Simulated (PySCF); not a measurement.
Work out the structure from these simulated measurements.

Formula: C6H6FN.

* Rotational structure: rotational constants A, B, C: 3.331, 2.220, 1.333 GHz [PBE0-D3(BJ)/def2-SVP]
* Couplings: largest of the computed one-bond spin–spin couplings (means over like bonds): 19F–13C -299.4, 13C–1H +171.4, 13C–1H +167.2, 13C–1H +166.7, 13C–1H +163.6, 15N–1H -86.9 (×2), 13C–13C +81.5, 13C–13C +76.8 Hz [B3LYP/pcJ-1, spin–dipole term left out for some pairs]
* Dipole: 1.73 D [PBE0/pcSseg-1]
* 1H NMR: chemical shifts (computed TMS as zero) by class: 7.05 (1 H), 7.02 (1 H), 6.67 (1 H), 6.67 (1 H), 3.20 (2 H) ppm [GIAO PBE0/pcSseg-1]
* 13C NMR: chemical shifts (computed TMS as zero) by class: 156.9 (1 C), 140.1 (1 C), 129.7 (1 C), 121.2 (1 C), 120.2 (1 C), 118.2 (1 C) ppm [GIAO PBE0/pcSseg-1]
* NMR, other nuclei: isotropic shieldings of nuclei other than C and H, by class: 202 (1 N), 325 (1 F) ppm [GIAO PBE0/pcSseg-1]

The electronic properties come from PySCF, for the isolated species, density fitting. Levels stand in brackets. Isolated species at its PBE0-D3(BJ)/def2-SVP geometry, gas phase. NMR classes are plain means over equivalent atoms (diastereotopic ones count apart unless rotation or inversion swaps them), as if these changed places fast.

**Question.** Propose a structure and show how it fits.

**Answer.** Numbering: `[NH2:1][c:2]1[cH:3][cH:4][cH:5][cH:6][c:7]1[F:8]`. Its formula, C6H6FN, gives 4 degrees of unsaturation: 1 ring and 3 π bonds in the structure found (Kekulé form). 6 carbons fall into 6 classes; from least to most shielded: aromatic C–F carbon [C7] (156.9 ppm), aromatic carbon bearing nitrogen [C2] (140.1 ppm), aromatic CH carbon [C4] (129.7 ppm), aromatic CH carbon [C5] (121.2 ppm), aromatic CH carbon [C6] (120.2 ppm), aromatic CH carbon [C3] (118.2 ppm). Hydrogen classes from least to most shielded: 1 H on an aromatic CH carbon, C6 (7.05 ppm), 1 H on an aromatic CH carbon, C4 (7.02 ppm), 1 H on an aromatic CH carbon, C5 (6.67 ppm), 1 H on an aromatic CH carbon, C3 (6.67 ppm), 2 H on an aniline-type nitrogen, N1 (3.20 ppm, a mean of values up to 0.6 ppm apart in this geometry). The other shieldings belong to: 202 ppm, aniline-type nitrogen [N1]; 325 ppm, aryl fluorine [F8]. The couplings run between: -299.4 Hz, aryl fluorine [F8] and aromatic C–F carbon [C7]; +171.4 Hz, aromatic CH carbon [C5] and its hydrogen; +167.2 Hz, aromatic CH carbon [C6] and its hydrogen; +166.7 Hz, aromatic CH carbon [C4] and its hydrogen; +163.6 Hz, aromatic CH carbon [C3] and its hydrogen; -86.9 Hz, aniline-type nitrogen [N1] and its hydrogen (with 1 like pair); +81.5 Hz, aromatic CH carbon [C6] and aromatic C–F carbon [C7]; +76.8 Hz, aromatic carbon bearing nitrogen [C2] and aromatic C–F carbon [C7]. By its constants the optimised geometry is an asymmetric top. Structure: `NC1=CC=CC=C1F`. The assignments are read from this structure; whether some other isomer fits the data as well wasn't checked.

Conformer computed: `[NH2:1][c:2]1[cH:3][cH:4][cH:5][cH:6][c:7]1[F:8]`: H–N1–C2–C3 -163°, H–N1–C2–C3 -25°.
